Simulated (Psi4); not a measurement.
Input file for Psi4: SAPT0/jun-cc-pV(D+d)Z on CH2O2 (a complex).

```
memory 8100 MB

molecule dimer {
0 1
O     0.29613357   -0.40781588   -0.45556961
H     0.14804266   -0.30083152    0.49153528
H     0.36417934    0.48595779   -0.80543527
--
0 1
C    -0.04134313   -0.09566330    2.79912742
O    -0.09138423   -0.09449457    3.92104269
units angstrom
symmetry c1
no_reorient
no_com
}

set {
  basis jun-cc-pV(D+d)Z
  scf_type df
  freeze_core true
}

energy('sapt0')
```

It printed:

```
[...]
==> Input File <==

--------------------------------------------------------------------------
memory 8100 MB

molecule dimer {
0 1
O     0.29613357   -0.40781588   -0.45556961
H     0.14804266   -0.30083152    0.49153528
H     0.36417934    0.48595779   -0.80543527
--
0 1
C    -0.04134313   -0.09566330    2.79912742
O    -0.09138423   -0.09449457    3.92104269
units angstrom
symmetry c1
no_reorient
no_com
}

set {
  basis jun-cc-pV(D+d)Z
  scf_type df
  freeze_core true
}

energy('sapt0')
--------------------------------------------------------------------------


   => Loading Basis Set <=

    Name: JUN-CC-PV(D+D)Z
    Role: ORBITAL
    Keyword: BASIS
    atoms 1, 5 entry O          line   256 file jun-cc-pv_dpd_z.gbs
    atoms 2-3  entry H          line    60 file jun-cc-pv_dpd_z.gbs
    atoms 4    entry C          line   188 file jun-cc-pv_dpd_z.gbs

   => Loading Basis Set <=

    Name: JUN-CC-PV(D+D)Z
    Role: ORBITAL
    Keyword: BASIS
    atoms 1, 5 entry O          line   256 file jun-cc-pv_dpd_z.gbs
    atoms 2-3  entry H          line    60 file jun-cc-pv_dpd_z.gbs
    atoms 4    entry C          line   188 file jun-cc-pv_dpd_z.gbs


  //>>>>>>>>>>>>>>>>>>>>>>>>>>>>>>>>>>>//
  //              Dimer HF             //
  //<<<<<<<<<<<<<<<<<<<<<<<<<<<<<<<<<<<//

   => Libint2 <=

    Primary   basis highest AM E, G, H:  7, 6, 3
    Auxiliary basis highest AM E, G, H:  7, 7, 4
    Onebody   basis highest AM E, G, H:  -, -, -
    Solid Harmonics ordering:            Gaussian


   => Loading Basis Set <=

    Name: JUN-CC-PV(D+D)Z
    Role: ORBITAL
    Keyword: BASIS
    atoms 1, 5 entry O          line   256 file jun-cc-pv_dpd_z.gbs
    atoms 2-3  entry H          line    60 file jun-cc-pv_dpd_z.gbs
    atoms 4    entry C          line   188 file jun-cc-pv_dpd_z.gbs


         ---------------------------------------------------------
                                   SCF
               by Justin Turney, Rob Parrish, Andy Simmonett
                          and Daniel G. A. Smith
                              RHF Reference
                        4 Threads,   7724 MiB Core
         ---------------------------------------------------------

  ==> Geometry <==

    Molecular point group: c1
    Full point group: C1

    Geometry (in Angstrom), charge = 0, multiplicity = 1:

       Center              X                  Y                   Z               Mass
    ------------   -----------------  -----------------  -----------------  -----------------
         O            0.296133570000    -0.407815880000    -0.455569610000    15.994914619570
         H            0.148042660000    -0.300831520000     0.491535280000     1.007825032230
         H            0.364179340000     0.485957790000    -0.805435270000     1.007825032230
         C           -0.041343130000    -0.095663300000     2.799127420000    12.000000000000
         O           -0.091384230000    -0.094494570000     3.921042690000    15.994914619570

  Running in c1 symmetry.

  Rotational constants: A =      3.69599  B =      0.04888  C =      0.04833 [cm^-1]
  Rotational constants: A = 110803.08210  B =   1465.51755  C =   1448.87479 [MHz]
  Nuclear repulsion =   51.512276503340203

  Charge       = 0
  Multiplicity = 1
  Electrons    = 24
  Nalpha       = 12
  Nbeta        = 12

  ==> Algorithm <==

  SCF Algorithm Type is DF.
  DIIS enabled.
  MOM disabled.
  Fractional occupation disabled.
  Guess Type is SAD.
  Energy threshold   = 1.00e-08
  Density threshold  = 1.00e-08
  Integral threshold = 1.00e-12

  ==> Primary Basis <==

  Basis Set: JUN-CC-PV(D+D)Z
    Blend: JUN-CC-PV(D+D)Z
    Number of shells: 30
    Number of basis functions: 64
    Number of Cartesian functions: 67
    Spherical Harmonics?: true
    Max angular momentum: 2

   => Loading Basis Set <=

    Name: (JUN-CC-PV(D+D)Z AUX)
    Role: JKFIT
    Keyword: DF_BASIS_SCF
    atoms 1, 5 entry O          line   258 file jun-cc-pvdz-jkfit.gbs
    atoms 2-3  entry H          line    70 file jun-cc-pvdz-jkfit.gbs
    atoms 4    entry C          line   146 file jun-cc-pvdz-jkfit.gbs

  ==> Integral Setup <==

  DFHelper Memory: AOs need 0.009 GiB; user supplied 5.658 GiB.
  SCF_SUBTYPE=INCORE selected. In-core MEM_DF algorithm will be used.
  Using in-core AOs.

  ==> MemDFJK: Density-Fitted J/K Matrices <==

    J tasked:                   Yes
    K tasked:                   Yes
    wK tasked:                   No
    OpenMP threads:               4
    Algorithm:                 Core
    Schwarz Cutoff:           1E-12
    Mask sparsity (%):       6.3965
    Fitting Condition:        1E-10

   => Auxiliary Basis Set <=

  Basis Set: (JUN-CC-PV(D+D)Z AUX)
    Blend: JUN-CC-PVDZ-JKFIT
    Number of shells: 99
    Number of basis functions: 283
    Number of Cartesian functions: 323
    Spherical Harmonics?: true
    Max angular momentum: 3

  Minimum eigenvalue in the overlap matrix is 3.0258410849E-03.
  Reciprocal condition number of the overlap matrix is 5.9599497
[...]
rrep:
              A
    DOCC [     7 ]
    NA   [     7 ]
    NB   [     7 ]

  @DF-RHF Final Energy:  -112.75330303043323

   => Energetics <=

    Nuclear Repulsion Energy =             22.6178073662621948
    One-Electron Energy =                -198.2665505509897912
    Two-Electron Energy =                  62.8954401542943771
    Total Energy =                       -112.7533030304332300

Computation Completed


Properties will be evaluated at   0.000000,   0.000000,   0.000000 [a0]

Properties computed using the SCF density matrix


 Multipole Moments:

 ------------------------------------------------------------------------------------
     Multipole            Electronic (a.u.)      Nuclear  (a.u.)        Total (a.u.)
 ------------------------------------------------------------------------------------

 L = 1.  Multiply by 2.5417464519 to convert [e a0] to [Debye]
 Dipole X            :          1.8550392           -1.8502925            0.0047467
 Dipole Y            :          2.5126981           -2.5132155           -0.0005174
 Dipole Z            :        -91.1170931           91.0150798           -0.1020133
 Magnitude           :                                                    0.1021250

 ------------------------------------------------------------------------------------

  Constructing Basis Sets for SAPT...

   => Loading Basis Set <=

    Name: (JUN-CC-PV(D+D)Z AUX)
    Role: RIFIT
    Keyword: DF_BASIS_SAPT
    atoms 1, 5 entry O          line   188 file jun-cc-pvdz-ri.gbs
    atoms 2-3  entry H          line    30 file jun-cc-pvdz-ri.gbs
    atoms 4    entry C          line   100 file jun-cc-pvdz-ri.gbs

   => Loading Basis Set <=

    Name: (JUN-CC-PV(D+D)Z AUX)
    Role: JKFIT
    Keyword: DF_BASIS_ELST
    atoms 1, 5 entry O          line   258 file jun-cc-pvdz-jkfit.gbs
    atoms 2-3  entry H          line    70 file jun-cc-pvdz-jkfit.gbs
    atoms 4    entry C          line   146 file jun-cc-pvdz-jkfit.gbs


  //>>>>>>>>>>>>>>>>>>>>>>>>>>>>>>>>>>>//
  //               SAPT0               //
  //<<<<<<<<<<<<<<<<<<<<<<<<<<<<<<<<<<<//



        SAPT0
    Ed Hohenstein
     6 June 2009

      Orbital Information
  --------------------------
    NSO        =        64
    NMO        =        64
    NRI        =       223
    NRI (Elst) =       283
    NOCC A     =         5
    NOCC B     =         7
    FOCC A     =         1
    FOCC B     =         2
    NVIR A     =        59
    NVIR B     =        57

    Elst10,r            =    -0.004244665638 [Eh]
    Exch10              =     0.005485980889 [Eh]
    Exch10 (S^2)        =     0.005460223715 [Eh]

    Maxiter = 50
    CPHF R converge = 1.000000E-08

    Iter     Energy [mEh]          dE [mEh]         Residual      Time [s]
       1      -0.24405473       0.244054733     1.947725e-03             0
       2      -0.28552830       0.041473567     2.772124e-04             1
       3      -0.28537252      -0.000155778     8.614931e-05             1
       4      -0.28510252      -0.000270004     2.843919e-05             1
       5      -0.28506339      -0.000039124     6.730453e-06             1
       6      -0.28509917       0.000035780     1.065088e-06             1
       7      -0.28509494      -0.000004238     2.575224e-07             1
       8      -0.28509544       0.000000507     6.217422e-08             1
       9      -0.28509547       0.000000022     1.314866e-08             1
      10      -0.28509544      -0.000000023     2.382637e-09             1

    CHF Iterations converged

    Maxiter = 50
    CPHF R converge = 1.000000E-08

    Iter     Energy [mEh]          dE [mEh]         Residual      Time [s]
       1      -1.24974531       1.249745313     8.129684e-03             0
       2      -1.43977780       0.190032488     4.264729e-03             0
       3      -1.59112028       0.151342479     4.544861e-04             0
       4      -1.58413743      -0.006982854     6.518996e-05             0
       5      -1.58448341       0.000345988     1.598243e-05             0
       6      -1.58452205       0.000038634     4.814753e-06             0
       7      -1.58449583      -0.000026218     1.488206e-06             0
       8      -1.58450025       0.000004417     5.308811e-07             0
       9      -1.58450045       0.000000205     1.301830e-07             0
      10      -1.58450001      -0.000000437     3.817186e-08             0
      11      -1.58450010       0.000000090     1.045405e-08             0
      12      -1.58450010      -0.000000000     2.165291e-09             0

    CHF Iterations converged

    Ind20,r (A<-B)      =    -0.000285095442 [Eh]
    Ind20,r (B<-A)      =    -0.001584500104 [Eh]
    Ind20,r             =    -0.001869595545 [Eh]
    Exch-Ind20,r (A<-B) =     0.000233333345 [Eh]
    Exch-Ind20,r (B<-A) =     0.000783668633 [Eh]
    Exch-Ind20,r        =     0.001017001979 [Eh]
    Disp20              =    -0.001667241404 [Eh]
    Disp20 (SS)         =    -0.000833620702 [Eh]
    Disp20 (OS)         =    -0.000833620702 [Eh]
    Exch-Disp20         =     0.000228329952 [Eh]
    Exch-Disp20 (SS)    =     0.000133186329 [Eh]
    Exch-Disp20 (OS)    =     0.000095143623 [Eh]

    SAPT Results
  --------------------------------------------------------------------------------------------------------
    Electrostatics                 -4.24466564 [mEh]      -2.66356790 [kcal/mol]     -11.14436810 [kJ/mol]
      Elst10,r                     -4.24466564 [mEh]      -2.66356790 [kcal/mol]     -11.14436810 [kJ/mol]

    Exchange                        5.48598089 [mEh]       3.44250498 [kcal/mol]      14.40344084 [kJ/mol]
      Exch10                        5.48598089 [mEh]       3.44250498 [kcal/mol]      14.40344084 [kJ/mol]
      Exch10(S^2)                   5.46022372 [mEh]       3.42634211 [kcal/mol]      14.33581539 [kJ/mol]

    Induction                      -1.42643741 [mEh]      -0.89510299 [kcal/mol]      -3.74511091 [kJ/mol]
      Ind20,r                      -1.86959555 [mEh]      -1.17318892 [kcal/mol]      -4.90862243 [kJ/mol]
      Exch-Ind20,r                  1.01700198 [mEh]       0.63817838 [kcal/mol]       2.67013833 [kJ/mol]
      delta HF,r (2)               -0.57384385 [mEh]      -0.36009245 [kcal/mol]      -1.50662681 [kJ/mol]

    Dispersion                     -1.43891145 [mEh]      -0.90293057 [kcal/mol]      -3.77786150 [kJ/mol]
      Disp20                       -1.66724140 [mEh]      -1.04620978 [kcal/mol]      -4.37734170 [kJ/mol]
      Exch-Disp20                   0.22832995 [mEh]       0.14327921 [kcal/mol]       0.59948021 [kJ/mol]
      Disp20 (SS)                  -0.83362070 [mEh]      -0.52310489 [kcal/mol]      -2.18867085 [kJ/mol]
      Disp20 (OS)                  -0.83362070 [mEh]      -0.52310489 [kcal/mol]      -2.18867085 [kJ/mol]
      Exch-Disp20 (SS)              0.13318633 [mEh]       0.08357568 [kcal/mol]       0.34968066 [kJ/mol]
      Exch-Disp20 (OS)              0.09514362 [mEh]       0.05970352 [kcal/mol]       0.24979955 [kJ/mol]

  Total HF                         -0.18512216 [mEh]      -0.11616591 [kcal/mol]      -0.48603817 [kJ/mol]
  Total SAPT0                      -1.62403361 [mEh]      -1.01909648 [kcal/mol]      -4.26389966 [kJ/mol]

  Special recipe for scaled SAPT0 (see Manual):
    Electrostatics sSAPT0          -4.24466564 [mEh]      -2.66356790 [kcal/mol]     -11.14436810 [kJ/mol]
    Exchange sSAPT0                 5.48598089 [mEh]       3.44250498 [kcal/mol]      14.40344084 [kJ/mol]
    Induction sSAPT0               -1.41197709 [mEh]      -0.88602900 [kcal/mol]      -3.70714535 [kJ/mol]
    Dispersion sSAPT0              -1.43566492 [mEh]      -0.90089334 [kcal/mol]      -3.76933774 [kJ/mol]
  Total sSAPT0                     -1.60632677 [mEh]      -1.00798526 [kcal/mol]      -4.21741035 [kJ/mol]
  --------------------------------------------------------------------------------------------------------



*** Psi4 exiting successfully. Buy a developer a beer!
```

The run finished.

Cost: very roughly 9 core-seconds.
